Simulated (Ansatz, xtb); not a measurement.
**A geometry optimisation of CH3OSb with r2SCAN-D4/def2-SVP**

The starting geometry of this gas-phase singlet was built from a drawn formula by distance geometry and a force field; its bonds are those of `[CH-]1[O][SbH2+]1`.

```xyz
6

C    -1.5008   -1.8310   -0.2609
O    -1.7354   -2.5168    0.8864
Sb    0.3110   -2.1345    0.8079
H    -1.5995   -2.5387   -1.1472
H     0.4136   -3.8580    1.1471
H     0.0536   -1.3968    2.3715
```

**Question.** Predict what it relaxes into with r2SCAN-D4/def2-SVP.

**Answer.** A bond breaks, leaving `O=[CH][SbH2]`. Distances that change by over a tenth: C1–O2 (1.36 → 1.20 Å). Contacts that open: O2–Sb3 (2.08 → 3.08 Å).

The energy falls by 3.27 eV over 24 steps:

```csv
step,E − E(last) (eV)
1,3.271
4,1.069
6,0.378
9,0.091
11,0.084
14,0.047
16,0.028
19,0.004
21,0.000
24,0.000
```

Final geometry (Å):

```tsv
atom	x (Å)	y (Å)	z (Å)
C	-1.4938	-2.2739	0.0342
O	-2.4955	-1.7255	0.3912
Sb	0.5412	-1.8055	0.8813
H	-1.4993	-3.0378	-0.7956
H	0.9704	-3.4679	0.8255
H	-0.0804	-1.9654	2.4685
```

From the same start GFN2-xTB reaches the same bonding as this run.

The end wasn't checked by frequencies. Atoms past krypton carry core potentials, without spin–orbit terms. Run with Ansatz 0.2.0, 31 s on 2 threads of Intel(R) Xeon(R) Processor @ 2.70GHz, with other jobs on the host.
